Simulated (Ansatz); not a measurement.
Calculated with Ansatz (gas phase, PBE0-D4/def2-TZVP geometries, no zero-point term in ΔE). CCSD(T)/CBS is the MP2 limit (def2-TZVPP, def2-QZVPP) plus CCSD(T) − MP2 in def2-TZVPP, frozen cores. This one scheme is used for every species. Functionals use def2-TZVPP. One conformer a species, not always the lowest.

Reaction (ligand exchange at the Si–F bond): `O[SiH](F)[SiH2]F` + HCl → `O[SiH](F)[SiH2]Cl` + H–F

`O[SiH](F)[SiH2]F`:

Cartesian coordinates in Å:
```
O -1.183 1.087 1.219
Si 0.176 1.007 0.317
F 0.092 2.010 -0.928
Si 0.427 -1.178 -0.534
F -1.066 -1.729 -0.792
H -1.971 0.644 0.898
H 1.277 1.480 1.185
H 1.171 -1.243 -1.818
H 1.077 -2.079 0.453
```

HCl:

Cartesian coordinates in Å:
```
Cl -0.085 0.053 0.631
H 0.085 -0.053 -0.631
```

`O[SiH](F)[SiH2]Cl`:

Cartesian coordinates in Å:
```
O 0.539 -0.920 1.675
Si 0.450 0.502 0.881
F -0.633 1.470 1.549
Si -0.268 0.075 -1.318
Cl -1.542 -1.551 -1.128
H -0.130 -1.580 1.478
H 1.770 1.153 1.026
H -1.030 1.182 -1.947
H 0.843 -0.330 -2.215
```

H–F:

```xyz
2

F     0.013   -0.358   -0.289
H    -0.013    0.358    0.289
```

```csv
level,ΔE (kJ/mol)
ωB97M-V,25.4
PBE,22.0
```

Problem. What does CCSD(T)/CBS give? (Estimate.)

Solution. Computed: +22.6 kJ/mol. The listed levels differ from it by 2.8, -0.6 kJ/mol.

Problem. What do rigid-rotor, harmonic-oscillator terms from PBE0-D4/def2-TZVP frequencies (298.15 K, 1 bar) make of the CCSD(T)/CBS value? (Estimate.)

Solution. The calculation gave: ΔZPE = +4.3 kJ/mol, ΔH = +27.4 kJ/mol, ΔS = -6 J/(mol·K), ΔG = +29.1 kJ/mol. Modes under 50 cm⁻¹ make the entropy rough.

Largest T1 diagnostic among the species: 0.012.

Leaving LDA and LC-ωPBE aside and taking each functional with its dispersion term where it has one, the values, not all of them listed here, spread over 19.1 kJ/mol, from revPBE-D4 to CAM-B3LYP-D4. The D4 term adds −7.2 kJ/mol with B3LYP and −3.9 kJ/mol with PBE0; it sums over pairs of atoms, weighted by their polarisabilities, and B3LYP, whose exchange is more repulsive, gets the larger term. At CCSD(T), def2-SVP lies +4.0 kJ/mol from the extrapolated value and def2-TZVPP +4.5 kJ/mol.

B3LYP here is the variant with VWN-RPA as its local correlation; programs differ in this.
